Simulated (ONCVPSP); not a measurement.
# What one change does to a pseudopotential (gold, ONCV)

ONCVPSP 4.0.1 input, shortened (lines: element, Z, core and valence counts, functional; n l f; lmax; l rc ep ncon nbas qcut; lloc lpopt rc5 dvloc0; l nproj debl; icmod fcfact rcfact), LDA (Perdew-Wang 92), fully relativistic:

```
  Au 79.00   10    4  -001012      upf
    1    0    2.00
    2    0    2.00
    2    1    6.00
    3    0    2.00
    3    1    6.00
    3    2   10.00
    4    0    2.00
    4    1    6.00
    4    2   10.00
    4    3   14.00
    5    0    2.00
    5    1    6.00
    5    2   10.00
    6    0    1.00
    3
    0    1.25    0.00    3    7    9.30
    1    1.05    0.00    4    7    8.70
    2    1.85    0.00    4    8    6.90
    3    1.45    0.05    4    8    8.00
    4    5    0.70    0.00
    0    3    2.20
    1    1    1.90
    2    2    0.40
    3    2    2.00
    0    0.00    0.00
```

Open shells are filled in proportion to 2j + 1.

Change: f: nproj 1.

Cutoffs: the cutoffs (Ha) at which the residual kinetic energy of the hardest occupied pseudo-wave falls to 1 and 0.1 mHa per electron; they do not see the model core or the augmentation charge, which bear on the density cutoff. Errors are all-electron minus pseudo energies relative to the spin-unpolarised reference configuration.

Question: How do hardness, ghosts and transferability respond?

Answer: The potential gets neither clearly harder nor softer (99 Ha and 131 Ha → 99 Ha and 131 Ha); the bound ghosts move from f, p, s to p, s; the errors of the 3 common tests hardly move; the range in which the f7/2 phases agree narrows (upper end 4.4 → 1.0); the range in which the f5/2 phases agree narrows (upper end 4.6 → 1.0).

```csv
quantity,base,changed
"cutoff, loose",99 Ha,99 Ha
"cutoff, tight",131 Ha,131 Ha
bound ghosts,"s, p3/2, f7/2, p1/2, f5/2","s, p3/2, p1/2"
GHOST(+) flags under 300 eV,none,none
tests with a reliable result,3 of 4,3 of 4
"error for 5s2 5p6 5d10 6s0, meV [ΔE 9.78 eV]",+0.8,+0.8
"error for 5s2 5p6 5d9 6s0, meV [ΔE 31.31 eV]",+0.9,+0.9
"error for 5s2 5p6 5d8 6s0, meV [ΔE 65.48 eV]",+2.1,+2.1
s: phases at 1.27 bohr within 0.05 rad from the reference energy up to (Ha; the scan ends near 5),to the end of the scan,to the end of the scan
p3/2: phases at 1.07 bohr within 0.05 rad from the reference energy up to (Ha; the scan ends near 5),to the end of the scan,to the end of the scan
p1/2: phases at 1.07 bohr within 0.05 rad from the reference energy up to (Ha; the scan ends near 5),to the end of the scan,to the end of the scan
d5/2: phases at 1.87 bohr within 0.05 rad from the reference energy up to (Ha; the scan ends near 5),to the end of the scan,to the end of the scan
d3/2: phases at 1.87 bohr within 0.05 rad from the reference energy up to (Ha; the scan ends near 5),to the end of the scan,to the end of the scan
f7/2: phases at 1.47 bohr within 0.05 rad from the reference energy up to (Ha; the scan ends near 5),4.4,1.0
f5/2: phases at 1.47 bohr within 0.05 rad from the reference energy up to (Ha; the scan ends near 5),4.6,1.0
```

 A true bound ghost makes a file unfit for plane-wave use even where its test errors are small: the radial tests pick states by their node count and pass the ghost by.
